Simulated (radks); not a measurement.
Values are calculated unless marked as measured or tabulated.
The mean radii <r> (bohr) of the occupied orbitals of an atom or ion are listed with their occupations. Level of theory: Dirac Kohn-Sham, PBE, spin-unpolarised, spherical densities, finite nucleus; Fermi nuclear charge, rms radius of each element as measured or else 0.836 A^(1/3) + 0.57 fm (a radial shooting solver on a logarithmic mesh with Libxc functionals).

| orbital | occ. | <r> |
|---|---|---|
| 1s1/2 | 2 | 0.03040 |
| 2s1/2 | 2 | 0.1313 |
| 2p1/2 | 2 | 0.1112 |
| 2p3/2 | 4 | 0.1164 |
| 3s1/2 | 2 | 0.3581 |
| 3p1/2 | 2 | 0.3494 |
| 3p3/2 | 4 | 0.3604 |
| 3d3/2 | 4 | 0.3327 |
| 3d5/2 | 6 | 0.3362 |
| 4s1/2 | 2 | 0.8794 |
| 4p1/2 | 2 | 0.9394 |
| 4p3/2 | 4 | 0.9704 |
| 4d3/2 | 4 | 1.261 |
| 4d5/2 | 6 | 1.280 |
| 5s1/2 | 1 | 2.651 |

Name the element and its charge. Open shells, if any, fill j = l - 1/2 first.

Answer. Z = 48, cadmium, charge +1: Cd+ in [Kr] 4d10 5s1. The 1s radius gives Z: for a bare nucleus <r> = (2 gamma + 1)/(2Z) with gamma = sqrt(1 - (Z/c)^2), 0.02993 bohr for Z = 48, and screening makes it slightly larger (0.03040 here). The occupations add up to 47, and the charge is Z minus that.
